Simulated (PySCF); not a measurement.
C3H8Cl2GaN (SMILES CC(C)[NH][Ga]([Cl])[Cl]), singlet, geometry from GFN2-xTB (such geometries of metal compounds can be far from the true shape); CASSCF(4,4)/STO-3G in PySCF.

The PySCF input:
```python
from pyscf import gto, scf, mcscf
import numpy

mol = gto.Mole()
mol.atom = '''
    Ga    0.26763290    0.20624365    0.49116264
    Cl   -0.61497072   -1.19097338    1.77328956
    Cl    1.29855822    1.79717564    1.38797134
    N     0.47267951    0.16058380   -1.35733737
    C    -0.35001371   -0.52869348   -2.34487038
    C    -0.72747507   -1.90212206   -1.80618042
    C    -1.60075892    0.27233043   -2.70698822
    H     0.76097609    1.07397459   -1.70351513
    H     0.26437321   -0.65435054   -3.24954553
    H    -1.19080324   -2.50759806   -2.58073680
    H     0.16564804   -2.40948306   -1.44106681
    H    -1.42775459   -1.78546821   -0.97780574
    H    -2.20225923   -0.26460120   -3.43626394
    H    -2.19668486    0.43416160   -1.80546726
    H    -1.33037293    1.24119731   -3.12348027
'''
mol.basis = 'sto-3g'
mol.verbose = 4
mol.build()

mf = scf.RHF(mol)
mf.kernel()
mc = mcscf.CASSCF(mf, 4, 4)
mc.fix_spin_(ss=0.0)
mc.kernel()
occ = numpy.linalg.eigvalsh(mc.fcisolver.make_rdm1(mc.ci, mc.ncas, mc.nelecas))[::-1]
ss = mc.fcisolver.spin_square(mc.ci, mc.ncas, mc.nelecas)[0]
print('natural occupations', occ.round(4), ' <S^2>', round(ss, 4))
```

Problem. Predict the main parts of the log of this PySCF run.

Solution. 
```
PySCF version 2.14.0

[INPUT] verbose = 4
[INPUT] num. atoms = 15
[INPUT] num. electrons = 98
[INPUT] charge = 0
[INPUT] spin (= nelec alpha-beta = 2S) = 0
[INPUT] symmetry False subgroup None
[INPUT] Mole.unit = angstrom
[INPUT] Symbol           X                Y                Z      unit          X                Y                Z       unit  Magmom
[INPUT]  1 Ga     0.267632900000   0.206243650000   0.491162640000 AA    0.505752882923   0.389744013431   0.928162872218 Bohr   0.0
[INPUT]  2 Cl    -0.614970720000  -1.190973380000   1.773289560000 AA   -1.162126235427  -2.250613509848   3.351031607950 Bohr   0.0
[INPUT]  3 Cl     1.298558220000   1.797175640000   1.387971340000 AA    2.453919392603   3.396169757340   2.622885701346 Bohr   0.0
[INPUT]  4 N      0.472679510000   0.160583800000  -1.357337370000 AA    0.893234818594   0.303459402042  -2.564995887937 Bohr   0.0
[INPUT]  5 C     -0.350013710000  -0.528693480000  -2.344870380000 AA   -0.661430051743  -0.999085881043  -4.431162815805 Bohr   0.0
[INPUT]  6 C     -0.727475070000  -1.902122060000  -1.806180420000 AA   -1.374728644749  -3.594489748894  -3.413186325352 Bohr   0.0
[INPUT]  7 C     -1.600758920000   0.272330430000  -2.706988220000 AA   -3.024995950255   0.514629928085  -5.115466358224 Bohr   0.0
[INPUT]  8 H      0.760976090000   1.073974590000  -1.703515130000 AA    1.438036397442   2.029517839842  -3.219177044753 Bohr   0.0
[INPUT]  9 H      0.264373210000  -0.654350540000  -3.249545530000 AA    0.499592961572  -1.236543310061  -6.140751081005 Bohr   0.0
[INPUT] 10 H     -1.190803240000  -2.507598060000  -2.580736800000 AA   -2.250291991845  -4.738673563891  -4.876885751586 Bohr   0.0
[INPUT] 11 H      0.165648040000  -2.409483060000  -1.441066810000 AA    0.313029428671  -4.553263085179  -2.723221598101 Bohr   0.0
[INPUT] 12 H     -1.427754590000  -1.785468210000  -0.977805740000 AA   -2.698065148191  -3.374045921017  -1.847785051628 Bohr   0.0
[INPUT] 13 H     -2.202259230000  -0.264601200000  -3.436263940000 AA   -4.161666799996  -0.500023800231  -6.493597738319 Bohr   0.0
[INPUT] 14 H     -2.196684860000   0.434161600000  -1.805467260000 AA   -4.151132767379   0.820446517803  -3.411838648269 Bohr   0.0
[INPUT] 15 H     -1.330372930000   1.241197310000  -3.123480270000 AA   -2.514040481235   2.345522982447  -5.902522265783 Bohr   0.0

nuclear repulsion = 763.760170035953
number of shells = 38
number of NR pGTOs = 192
number of NR cGTOs = 64
basis = sto-3g
ecp = {}

******** <class 'pyscf.scf.hf.RHF'> ********
method = RHF
initial guess = minao
damping factor = 0
level_shift factor = 0
DIIS = <class 'pyscf.scf.diis.CDIIS'>
diis_start_cycle = 1
diis_space = 8
diis_damp = 0
SCF conv_tol = 1e-09
SCF conv_tol_grad = None
SCF max_cycles = 50
direct_scf = True
direct_scf_tol = 1e-13
Set gradient conv threshold to 3.16228e-05
Initial guess from minao.
init E= -2978.67776522958
  HOMO = -0.424966733019383  LUMO = -0.235019145065595  gap/eV = 5.16874
cycle= 1 E= -2980.72570495314  delta_E= -2.05  |g|= 0.466  |ddm|= 4.62
  HOMO = -0.158360639635645  LUMO = 0.225670268563784  gap/eV = 10.45001
cycle= 2 E= -2980.83536644856  delta_E= -0.11  |g|= 0.112  |ddm|= 1.05
  HOMO = -0.304366209203117  LUMO = 0.178069184839675  gap/eV = 13.12774
cycle= 3 E= -2980.84288915042  delta_E= -0.00752  |g|= 0.0396  |ddm|= 0.28
  HOMO = -0.303368358146883  LUMO = 0.17495689248883  gap/eV = 13.01589
cycle= 4 E= -2980.84379805572  delta_E= -0.000909  |g|= 0.012  |ddm|= 0.106
  HOMO = -0.308836257116291  LUMO = 0.174052041208549  gap/eV = 13.14006
cycle= 5 E= -2980.84391210318  delta_E= -0.000114  |g|= 0.00521  |ddm|= 0.0372
  HOMO = -0.308251555841925  LUMO = 0.173461009302858  gap/eV = 13.10807
cycle= 6 E= -2980.84393924182  delta_E= -2.71e-05  |g|= 0.00236  |ddm|= 0.0177
  HOMO = -0.30878338006764  LUMO = 0.173194892037308  gap/eV = 13.11530
cycle= 7 E= -2980.8439503472  delta_E= -1.11e-05  |g|= 0.000823  |ddm|= 0.0162
  HOMO = -0.308702975020826  LUMO = 0.173296342553849  gap/eV = 13.11587
cycle= 8 E= -2980.84395188548  delta_E= -1.54e-06  |g|= 0.000339  |ddm|= 0.00562
  HOMO = -0.30871922138869  LUMO = 0.17328076952144  gap/eV = 13.11589
cycle= 9 E= -2980.84395217512  delta_E= -2.9e-07  |g|= 0.000122  |ddm|= 0.00262
  HOMO = -0.3087168571562  LUMO = 0.173295774860375  gap/eV = 13.11623
cycle= 10 E= -2980.84395220783  delta_E= -3.27e-08  |g|= 5.32e-05  |ddm|= 0.000776
  HOMO = -0.308720228780256  LUMO = 0.173296043136715  gap/eV = 13.11633
cycle= 11 E= -2980.84395221425  delta_E= -6.42e-09  |g|= 1.91e-05  |ddm|= 0.00039
  HOMO = -0.308720274122172  LUMO = 0.173297096035331  gap/eV = 13.11636
cycle= 12 E= -2980.84395221505  delta_E= -7.93e-10  |g|= 5.54e-06  |ddm|= 0.000146
  HOMO = -0.308720373262153  LUMO = 0.173296867034549  gap/eV = 13.11636
Extra cycle  E= -2980.84395221509  delta_E= -4.27e-11  |g|= 3.52e-06  |ddm|= 1.66e-05
converged SCF energy = -2980.84395221509

******** <class 'pyscf.mcscf.mc1step.CASSCF'> ********
CAS (2e+2e, 4o), ncore = 47, nvir = 13
max_cycle_macro = 50
max_cycle_micro = 4
conv_tol = 1e-07
conv_tol_grad = None
orbital rotation max_stepsize = 0.02
orbital rotation threshold for CI restart = 0.01
augmented hessian ah_max_cycle = 30
augmented hessian ah_conv_tol = 1e-12
augmented hessian ah_linear dependence = 1e-14
augmented hessian ah_level shift = 1e-08
augmented hessian ah_start_tol = 2.5
augmented hessian ah_start_cycle = 3
augmented hessian ah_grad_trust_region = 3
kf_trust_region = 3
kf_interval = 4
ci_response_space = 4
ci_grad_trust_region = 3
with_dep4 0
natorb = False
canonicalization = True
sorting_mo_energy = False
ao2mo_level = 2
internal_rotation = False
******** <class 'pyscf.fci.addons.SpinPenaltyFCISolver'> ********
max. cycles = 50
conv_tol = 1e-08
davidson only = True
linear dependence = 1e-12
level shift = 0.001
max iter space = 12
nroots = 1
pspace_size = 400
spin = None
CASCI E = -2980.84784124185  S^2 = 0.0000000
Set conv_tol_grad to 0.000316228
macro iter   1 ( 21 JK    4 micro), CASSCF E = -2980.85591124008  dE = -8.06999823e-03  S^2 = 0.0000000
               |grad[o]|=0.0178  |grad[c]|=0.069  |ddm|=0.077  |maxRot[o]|=0.238
macro iter   2 ( 21 JK    4 micro), CASSCF E = -2980.85982511806  dE = -3.91387798e-03  S^2 = 0.0000000
               |grad[o]|=0.0239  |grad[c]|=0.0138  |ddm|=0.0377  |maxRot[o]|=0.165
macro iter   3 (  7 JK    2 micro), CASSCF E = -2980.86336227202  dE = -3.53715396e-03  S^2 = 0.0000000
               |grad[o]|=0.018  |grad[c]|=0.00987  |ddm|=0.0461  |maxRot[o]|=0.0699
macro iter   4 (  7 JK    2 micro), CASSCF E = -2980.86735454281  dE = -3.99227079e-03  S^2 = 0.0000000
               |grad[o]|=0.0183  |grad[c]|=0.00447  |ddm|=0.0463  |maxRot[o]|=0.0697
macro iter   5 (  7 JK    2 micro), CASSCF E = -2980.87098445376  dE = -3.62991095e-03  S^2 = 0.0000000
               |grad[o]|=0.0177  |grad[c]|=0.00918  |ddm|=0.0324  |maxRot[o]|=0.0697
macro iter   6 ( 21 JK    4 micro), CASSCF E = -2980.87244660078  dE = -1.46214702e-03  S^2 = 0.0000000
               |grad[o]|=0.0162  |grad[c]|=0.0324  |ddm|=0.00878  |maxRot[o]|=0.205
macro iter   7 (  7 JK    2 micro), CASSCF E = -2980.87460400959  dE = -2.15740881e-03  S^2 = 0.0000000
               |grad[o]|=0.0115  |grad[c]|=0.00754  |ddm|=0.0199  |maxRot[o]|=0.0698
macro iter   8 (  7 JK    2 micro), CASSCF E = -2980.87612632283  dE = -1.52231324e-03  S^2 = 0.0000000
               |grad[o]|=0.00961  |grad[c]|=0.0116  |ddm|=0.0147  |maxRot[o]|=0.0698
macro iter   9 (  7 JK    2 micro), CASSCF E = -2980.87697310337  dE = -8.46780540e-04  S^2 = 0.0000000
               |grad[o]|=0.00758  |grad[c]|=0.0133  |ddm|=0.0119  |maxRot[o]|=0.0698
macro iter  10 ( 10 JK    3 micro), CASSCF E = -2980.87696296505  dE =  1.01383184e-05  S^2 = 0.0000000
               |grad[o]|=0.00463  |grad[c]|=0.0117  |ddm|=0.00888  |maxRot[o]|=0.0609
macro iter  11 ( 21 JK    4 micro), CASSCF E = -2980.87699892745  dE = -3.59624009e-05  S^2 = 0.0000000
               |grad[o]|=0.00427  |grad[c]|=0.00336  |ddm|=0.00358  |maxRot[o]|=0.00988
macro iter  12 (  6 JK    2 micro), CASSCF E = -2980.87711841538  dE = -1.19487932e-04  S^2 = 0.0000000
               |grad[o]|=0.00178  |grad[c]|=0.000729  |ddm|=0.00234  |maxRot[o]|=0.0274
macro iter  13 ( 14 JK    4 micro), CASSCF E = -2980.87705786357  dE =  6.05518180e-05  S^2 = 0.0000000
               |grad[o]|=0.0012  |grad[c]|=0.000424  |ddm|=0.00167  |maxRot[o]|=0.0152
macro iter  14 ( 21 JK    4 micro), CASSCF E = -2980.87705157421  dE =  6.28935732e-06  S^2 = 0.0000000
               |grad[o]|=0.00133  |grad[c]|=0.00234  |ddm|=0.00151  |maxRot[o]|=0.002
macro iter  15 ( 25 JK    4 micro), CASSCF E = -2980.87710877622  dE = -5.72020144e-05  S^2 = 0.0000000
               |grad[o]|=0.00137  |grad[c]|=0.000893  |ddm|=0.00066  |maxRot[o]|=0.0133
macro iter  16 ( 16 JK    4 micro), CASSCF E = -2980.87714059087  dE = -3.18146494e-05  S^2 = 0.0000000
               |grad[o]|=0.000838  |grad[c]|=0.00138  |ddm|=0.000632  |maxRot[o]|=0.0155
macro iter  17 ( 10 JK    4 micro), CASSCF E = -2980.87714047801  dE =  1.12865564e-07  S^2 = 0.0000000
               |grad[o]|=0.000434  |grad[c]|=0.000698  |ddm|=0.00108  |maxRot[o]|=0.00105
macro iter  18 ( 10 JK    3 micro), CASSCF E = -2980.87714450336  dE = -4.02535670e-06  S^2 = 0.0000000
               |grad[o]|=0.000332  |grad[c]|=0.00064  |ddm|=0.000639  |maxRot[o]|=0.00687
macro iter  19 (  4 JK    1 micro), CASSCF E = -2980.87714462354  dE = -1.20171080e-07  S^2 = 0.0000000
               |grad[o]|=0.000146  |grad[c]|=0.000178  |ddm|=0.000225  |maxRot[o]|=0.00144
macro iter  20 (  3 JK    1 micro), CASSCF E = -2980.87714463362  dE = -1.00885700e-08  S^2 = 0.0000000
               |grad[o]|=6.76e-05  |grad[c]|=6.3e-05  |ddm|=6.8e-05  |maxRot[o]|=0.000315
1-step CASSCF converged in  20 macro (245 JK  58 micro) steps
CASSCF canonicalization
Density matrix diagonal elements [1.97265443 1.94662149 0.0486995  0.03202458]
CASSCF energy = -2980.87714463362
CASCI E = -2980.87714463362  E(CI) = -4.90300898357918  S^2 = 0.0000000
natural occupations [1.9741 1.9559 0.0443 0.0258]  <S^2> 0.0
```
